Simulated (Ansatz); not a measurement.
`C#[C][Sn]([Cl])([Cl])[Cl]` and `[Cl][Sn]([Cl])([Cl])[Cl]` differ in one atom or group.

Ansatz, PBE0-D4/def2-TZVP geometries, multiplicity 1. 

Elements past krypton have def2 core potentials.

```tsv
property	`C#[C][Sn]([Cl])([Cl])[Cl]`
LUMO energy (PBE/def2-TZVPP) / eV	-3.25
size of the dipole moment (PBE/def2-TZVPP) / D	2.43
LUMO energy (ωB97M-V/def2-TZVPP) / eV	-0.20
size of the dipole moment (ωB97M-V/def2-TZVPP) / D	2.54
HOMO–LUMO gap (ωB97M-V/def2-TZVPP) / eV	11.26
HOMO–LUMO gap (PBE/def2-TZVPP) / eV	4.65
```

Give the same properties after the change, and the shifts. (Best estimate.)

The calculation gave: 
| property | `[Cl][Sn]([Cl])([Cl])[Cl]` | shift |
| --- | --- | --- |
| LUMO energy (PBE/def2-TZVPP) / eV | -4.07 | -0.82 |
| size of the dipole moment (PBE/def2-TZVPP) / D | 0.00 | -2.43 |
| LUMO energy (ωB97M-V/def2-TZVPP) / eV | -1.12 | -0.92 |
| size of the dipole moment (ωB97M-V/def2-TZVPP) / D | 0.00 | -2.54 |
| HOMO–LUMO gap (ωB97M-V/def2-TZVPP) / eV | 10.93 | -0.33 |
| HOMO–LUMO gap (PBE/def2-TZVPP) / eV | 4.24 | -0.41 |

With PBE0 the HOMO falls by 0.59 eV and the LUMO falls by 0.89 eV, so the gap narrows by about 0.30 eV. PBE moves the HOMO by -0.40 eV and ωB97M-V by -0.58 eV.
